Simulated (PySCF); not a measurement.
CaCl⁻: from constants to spectrum

RHF-CCSD(T) constants of CaCl⁻, ¹Σ⁺ (singlet), closed shell (PySCF, no relativity, basis sets Ca def2-SVPD, Cl def2-SVPD; masses 39.9626 and 34.9689 u):

| Quantity | Value |
| --- | --- |
| ωe | 271.3 cm⁻¹ |
| ωexe | 1.69 cm⁻¹ |
| Be | 0.13096 cm⁻¹ |
| αe | 0.00103 cm⁻¹ |
| D (centrifugal) | 1.22e-07 cm⁻¹ |
| De to Ca + Cl⁻ | 1.78 eV |

Problem. Give the band origin of the fundamental and the first lines of its P and R branches.

Solution. ν0 = ωe − 2ωexe = 267.9 cm⁻¹, B0 = 0.13045, B1 = 0.12942 cm⁻¹.

```json
{"J″": "0", "P(J″) − ν0": "", "R(J″) − ν0": "0.259"}
{"J″": "1", "P(J″) − ν0": "-0.261", "R(J″) − ν0": "0.516"}
{"J″": "2", "P(J″) − ν0": "-0.524", "R(J″) − ν0": "0.770"}
{"J″": "3", "P(J″) − ν0": "-0.789", "R(J″) − ν0": "1.023"}
{"J″": "4", "P(J″) − ν0": "-1.056", "R(J″) − ν0": "1.273"}
{"J″": "5", "P(J″) − ν0": "-1.325", "R(J″) − ν0": "1.522"}
{"J″": "6", "P(J″) − ν0": "-1.596", "R(J″) − ν0": "1.768"}
```

Problem. Near which J would the R branch turn back, without centrifugal distortion?

Solution. At J ≈ (B0 + B1)/(2(B0 − B1)) − 1 ≈ 130.

Correlated steps freeze 10 core orbitals. Correlated levels converge slowly with the basis: in double zeta they bind strong bonds too weakly, by up to about 1 eV, and carry superposition errors of some tenths. For an ion De counts to the pair picked by the measured ionisation energies or electron affinities, which need not be the lowest pair at this level.
